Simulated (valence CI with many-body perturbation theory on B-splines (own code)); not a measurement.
# Energy levels of Pr X

Calculated by relativistic CI+MBPT: four valence electrons over a frozen Dirac-Fock core [Kr] 4d10, a basis of 7 s, 7 p, 7 d, 7 f, 4 g, 2 h functions for each j, with the one-electron correlation potential Σ1 (screened to all orders), the two-electron term Σ2, the three-electron term Σ3, Breit, model QED; selected single and double excitations, second order for the rest, scaled by the run's own slope (own B-spline code, finite nucleus).

No measured spectrum was set against this ion. As an estimate, terms of the open shell hold to a few per cent of their energy, and close levels can change places; configurations with another count of f electrons can be misplaced by thousands of cm⁻¹. Among the levels kept, up to 430 cm⁻¹ of a level comes from second order outside the variational space, and about a tenth of that is noise between levels of different J, which matters for small intervals.

Levels 1 to 45 of 219, with energies above the lowest level, 5s2 5p2 3P_0. "Leading %" is the weight of the configuration and term that name the level; weights of strongly mixed levels are sums over their largest components and can fall short. Lifetimes count E1, E2, E3, M1 and M2 decay at the calculated energies, and are blank where another channel may lead or the interval is too uncertain; long ones can be off by a factor of two.

| No. | Configuration | Term | J | E (cm⁻¹) | Leading % | g | Lifetime |
| --- | --- | --- | --- | --- | --- | --- | --- |
| 1 | 5s2 5p2 | 3P | 0 | 0.0 | 80 |  |  |
| 2 | 4f 5s2 5p | 3G | 3 | 23129 | 61 | 0.853 |  |
| 3 | 4f 5s2 5p | 3F | 2 | 25370 | 49 | 0.876 | 55.3 s |
| 4 | 4f 5s2 5p | 3F | 3 | 28316 | 42 | 1.142 | 2.59 s |
| 5 | 5s2 5p2 | 3P | 1 | 28508 | 97 | 1.501 | 2.91 ms |
| 6 | 4f 5s2 5p | 3G | 4 | 30331 | 43 | 1.116 | 236 ms |
| 7 | 5s2 5p2 | 3P | 2 | 36618 | 40 | 1.148 | 56.7 ms |
| 8 | 4f 5s2 5p | 1F | 3 | 56646 | 34 | 0.940 | 2.76 ms |
| 9 | 4f 5s2 5p | 3F | 4 | 60192 | 53 | 1.158 | 2.57 ms |
| 10 | 4f 5s2 5p | 3D | 2 | 62979 | 26 | 1.063 | 2.15 ms |
| 11 | 4f 5s2 5p | 3G | 5 | 64979 | 98 | 1.200 | 2.48 ms |
| 12 | 4f 5s2 5p | 3D | 3 | 65018 | 62 | 1.228 | 2.31 ms |
| 13 | 4f 5s2 5p | 3D | 2 | 67896 | 48 | 1.197 | 1.48 ms |
| 14 | 4f 5s2 5p | 3D | 1 | 68392 | 98 | 0.498 | 2.17 ms |
| 15 | 4f 5s2 5p | 1G | 4 | 71140 | 77 | 1.023 | 1.99 ms |
| 16 | 4f2 5s2 | 3H | 4 | 76679 | 96 | 0.804 | 55.7 ms |
| 17 | 4f2 5s2 | 3H | 5 | 79021 | 98 | 1.032 | 119 ms |
| 18 | 4f2 5s2 | 3H | 6 | 81507 | 98 | 1.166 | 385 ms |
| 19 | 4f2 5s2 | 3F | 2 | 82884 | 34 | 0.903 | 2.04 ms |
| 20 | 4f2 5s2 | 3F | 2 | 83572 | 62 | 0.809 | 3.13 ms |
| 21 | 4f2 5s2 | 3F | 3 | 84820 | 98 | 1.083 |  |
| 22 | 4f2 5s2 | 3F | 4 | 85372 | 67 | 1.169 | 61.2 ms |
| 23 | 4f2 5s2 | 1G | 4 | 88932 | 64 | 1.076 | 72.7 ms |
| 24 | 5s2 5p2 | 1S | 0 | 90099 | 73 |  | 441 μs |
| 25 | 4f2 5s2 | 1D | 2 | 100810 | 78 | 1.050 | 8.28 ms |
| 26 | 4f2 5s2 | 1I | 6 | 104450 | 98 | 0.999 |  |
| 27 | 4f2 5s2 | 3P | 0 | 105070 | 97 |  |  |
| 28 | 4f2 5s2 | 3P | 1 | 105750 | 97 | 1.500 | 14.1 ms |
| 29 | 4f2 5s2 | 3P | 2 | 107320 | 86 | 1.447 | 16.3 ms |
| 30 | 4f2 5s2 | 1S | 0 | 144720 | 89 |  | 1.56 ms |
| 31 | 4f 5s 5p2 | 5G° | 2 | 164850 | 71 | 0.491 | 2.94 ns |
| 32 | 4f 5s 5p2 | 5G° | 3 | 166810 | 44 | 1.108 | 2.72 ns |
| 33 | 5s 5p3 | 5S° | 2 | 170540 | 75 | 1.862 | 3.14 ns |
| 34 | 4f 5s 5p2 | 5D° | 4 | 170560 | 42 | 1.343 | 2.97 ns |
| 35 | 4f 5s 5p2 | 3D° | 3 | 177880 | 35 | 1.038 | 2.55 ns |
| 36 | 4f 5s 5p2 | 5G° | 3 | 185240 | 32 | 1.117 | 5.30 ns |
| 37 | 4f 5s 5p2 | 5G° | 4 | 186230 | 63 | 1.256 | 17.8 ns |
| 38 | 4f 5s 5p2 | 5D° | 2 | 186970 | 33 | 1.129 | 4.79 ns |
| 39 | 4f 5s 5p2 | 5F° | 1 | 190320 | 38 | 0.564 | 1.44 ns |
| 40 | 4f 5s 5p2 | 5G° | 5 | 190440 | 77 | 1.280 | 18.7 ns |
| 41 | 4f 5s 5p2 | 3G° | 3 | 192750 | 33 | 1.182 | 4.74 ns |
| 42 | 4f 5s 5p2 | 3G° | 4 | 195990 | 65 | 1.120 | 2.47 ns |
| 43 | 5s 5p3 | 3D° | 1 | 196290 | 36 | 0.617 | 404 ps |
| 44 | 4f 5s 5p2 | 3D° | 2 | 196570 | 35 | 1.235 | 2.13 ns |
| 45 | 4f 5s 5p2 | 5D° | 0 | 199280 | 86 |  | 6.71 ns |

Names give the largest LS component (configuration and term), which can be under half, so a name can repeat, a term be missing and a line seem to break the LS rules; names also repeat where a configuration has a term twice.

Where two levels of one J and parity lie close, their mixing, g and order are uncertain.

The ionisation energy to 5s2 5p 2P°_1/2 of the next ion comes out as 146.63 eV (NIST: 148 ± 7 eV (theoretical)). All 219 levels together are meant to be complete up to 292950 cm⁻¹.
